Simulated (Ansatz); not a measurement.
A structure relaxed at r2SCAN-D4/def2-SVP in Ansatz, charge 0, singlet:

```xyz
15

Ga    1.106    1.830    1.422
N     0.231    0.391    0.302
C     0.173    0.532   -1.034
C    -0.400   -0.450   -1.837
C    -0.930   -1.591   -1.229
C    -0.882   -1.712    0.162
C    -0.295   -0.690    0.903
H     0.590    1.463   -1.429
H    -0.433   -0.314   -2.920
H    -1.385   -2.379   -1.836
H    -1.298   -2.583    0.674
H    -0.238   -0.699    1.996
F     0.829    3.195    0.343
F     2.790    1.366    1.599
F     0.143    1.640    2.885
```

Task: Give its formula, name or SMILES and point group.

Result: Ga(py)F3 (C₅H₅F₃GaN). Point group Cs (tolerance 0.1 Å).

Task: Summarise the bond lengths by kind (pairs closer than 1.2 times the sum of covalent radii, bridged metal pairs left out).

Result: 4 × C–C 1.39 to 1.40 Å; 3 × F–Ga 1.76 Å; 2 × C–N 1.34 Å; 1 × Ga–N 2.02 Å; 5 × C–H 1.09 Å.
